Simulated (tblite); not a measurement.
Compound: C4H2F2O2 (charge +1 and doublet state).
Bonds: O1–C2, C2–C3 (double), C3–F4, C3–C5, C5–C6, C6–F7, C6–O8, C2–O8. Hydrogens: H9 on O1; H10 on C5.

Structure optimised with GFN2-xTB, isolated species. This method treats the open shell by occupation alone, without spin polarisation.

Give the optimised bond lengths and angles.

```
  bond  length (Å)   order
 O1–C2       1.271  single
 C2=C3       1.440  double
 C3–F4       1.295  single
 C3–C5       1.395  single
 C5–C6       1.382  single
 C6–F7       1.280  single
 C6–O8       1.355  single
 C2–O8       1.341  single
 O1–H9       0.981  single
C5–H10       1.076  single
```

Orders are formal, as drawn. A selection of angles:
```
    angle  degrees
 C2–O1–H9    117.4
 O1–C2–C3    128.7
 O1–C2–O8    123.1
 C3–C2–O8    108.2
 C2–C3–F4    124.2
 C2–C3–C5    107.3
 F4–C3–C5    128.5
 C3–C5–C6    104.6
C3–C5–H10    127.9
C6–C5–H10    127.5
 C5–C6–F7    131.0
 C5–C6–O8    112.4
 F7–C6–O8    116.6
 C2–O8–C6    107.4
```

Dihedral angles: O1–C2–C3–F4 0° (synperiplanar); C2–C3–C5–C6 0° (synperiplanar); C3–C5–C6–F7 180° (antiperiplanar); C5–C6–O8–C2 0° (synperiplanar); O1–C2–O8–C6 180° (antiperiplanar); H9–O1–C2–C3 180° (antiperiplanar).

The 3 C–C bonds span 1.382 Å (C5–C6, drawn single in a drawing that doesn't fit all lengths) to 1.440 Å (C2=C3, drawn double in a drawing that doesn't fit all lengths), a spread of 0.058 Å. The 8 heavy atoms lie in one plane (0.002 Å rms). C6 (carbon bonded to C, F and O) is planar (angles 131.0°, 116.6° and 112.4°, sum 360.0°, 0.00 Å off the plane of its three neighbours). C5 (carbon bonded to 2 C and H) is planar (angles 127.9°, 127.5° and 104.6°, sum 360.0°, 0.00 Å off the plane of its three neighbours). C2 (carbon bonded to C and 2 O) is planar (angles 128.7°, 123.1° and 108.2°, sum 360.0°, 0.00 Å off the plane of its three neighbours). The 5-membered ring C2–C3–C5–C6–O8 has internal angles of 104.6° to 112.4° (sum 540°, against 540° for a flat polygon); it is planar, 0.00 Å rms from its mean plane, widest ring torsion 0°. C3 (carbon bonded to 2 C and F) is planar (angles 128.5°, 124.2° and 107.3°, sum 360.0°, 0.00 Å off the plane of its three neighbours).

Point group: Cs (tolerance 0.08 Å). Its GFN2-xTB frequencies are all real (lowest 187 cm⁻¹). Torsions: H–O1–C2–C3 180°. 2 starts were optimised and ended at 0.00 and 3.59 kcal/mol (GFN2-xTB); the lowest of these is shown.

One conformer stands for the species.

These are computed values.
